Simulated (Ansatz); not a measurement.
Mulliken charges of `O[Si@H](F)[Si@@H](O)Cl` from B3LYP/def2-TZVPP in Ansatz (PBE0-D4/def2-TZVP geometry).

```json
{"atom": "O1", "x (Å)": "-1.868", "y (Å)": "-0.270", "z (Å)": "-1.044", "charge (e)": "-0.378"}
{"atom": "Si2", "x (Å)": "-1.045", "y (Å)": "0.041", "z (Å)": "0.332", "charge (e)": "0.606"}
{"atom": "F3", "x (Å)": "-1.090", "y (Å)": "1.611", "z (Å)": "0.668", "charge (e)": "-0.327"}
{"atom": "Si4", "x (Å)": "1.216", "y (Å)": "-0.463", "z (Å)": "-0.053", "charge (e)": "0.507"}
{"atom": "O5", "x (Å)": "1.973", "y (Å)": "0.767", "z (Å)": "-0.823", "charge (e)": "-0.372"}
{"atom": "Cl6", "x (Å)": "2.019", "y (Å)": "-0.782", "z (Å)": "1.824", "charge (e)": "-0.255"}
{"atom": "H7", "x (Å)": "-2.827", "y (Å)": "-0.252", "z (Å)": "-1.036", "charge (e)": "0.189"}
{"atom": "H8", "x (Å)": "-1.674", "y (Å)": "-0.636", "z (Å)": "1.496", "charge (e)": "-0.098"}
{"atom": "H9", "x (Å)": "1.481", "y (Å)": "-1.674", "z (Å)": "-0.858", "charge (e)": "-0.068"}
{"atom": "H10", "x (Å)": "1.815", "y (Å)": "1.658", "z (Å)": "-0.505", "charge (e)": "0.194"}
```

**Question.** By hand: the dipole of these point charges (1 e Å = 4.8032 D).

**Answer.** Σ q r = (-0.322, -0.270, -0.190) e Å, of length 0.461 e Å = 2.21 D.

**Question.** How does the dipole of the full density compare? (Estimate.)

**Answer.** Ansatz gave: (-0.449, 0.008, -0.066) e Å, 2.18 D; the point charges give 1.01 times that, at 42° from its direction.

Point charges leave out the atoms' own dipoles, such as those of lone pairs, and Mulliken's split depends on the basis, so the two needn't agree.

B3LYP here is the variant with VWN-RPA as its local correlation; programs differ in this.
